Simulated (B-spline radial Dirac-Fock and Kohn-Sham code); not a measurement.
Binding energies of Ir⁹⁺ at several levels of theory

System: Ir⁹⁺ in the configuration [Xe] 4f14.

The density-functional columns are spherical, spin-unpolarised Dirac-Kohn-Sham results without Breit or QED terms: −ε is minus the orbital energy of the initial state and ΔSCF the difference of two total energies. The reference in the last column comes from relaxed Dirac-Fock hole states (ΔSCF) with Breit and QED corrections and a finite nucleus. All numbers are from a B-spline atomic structure program, in eV; a selection of levels is shown. The Kohn-Sham columns are given as differences from the reference. For the 1s level of heavy atoms much of the gap between ΔSCF and the reference is the Breit and QED part, -399.2 eV here; for other levels the error of the functional can be larger.

| level | LDA −ε − DF | LDA ΔSCF − DF | Dirac-Fock |
| --- | --- | --- | --- |
| K | -203.9 | +387.6 | 76269.1 |
| L1 | -170.1 | -56.9 | 13588.2 |
| L2 | -119.4 | +25.4 | 12987.1 |
| L3 | -135.9 | -12.6 | 11377.9 |
| M1 | -93.3 | -56.9 | 3340.0 |
| M2 | -74.8 | -35.9 | 3073.5 |
| M3 | -74.2 | -38.8 | 2716.9 |
| M4 | -51.9 | -10.1 | 2277.5 |
| M5 | -53.3 | -12.8 | 2201.9 |
| N1 | -52.8 | -33.7 | 856.0 |
| N2 | -44.6 | -25.6 | 743.0 |
| N3 | -44.5 | -26.3 | 658.3 |
| N4 | -31.6 | -13.6 | 472.7 |
| N5 | -31.6 | -13.8 | 457.0 |
| N6 | -14.4 | +2.6 | 219.5 |
| N7 | -14.6 | +2.3 | 216.5 |
| O1 | -15.1 | -3.6 | 249.2 |
| O2 | -8.6 | +2.3 | 207.8 |
| O3 | -8.6 | +1.7 | 191.9 |

For the outermost level NIST gives 194.8 ± 0.6 eV (semi-empirical); the differences from it are LDA −ε -11.50, LDA ΔSCF -1.22, Dirac-Fock -2.92 eV.

Values without a named source are computed, but for edge energies of neutral atoms, which are taken from tables.
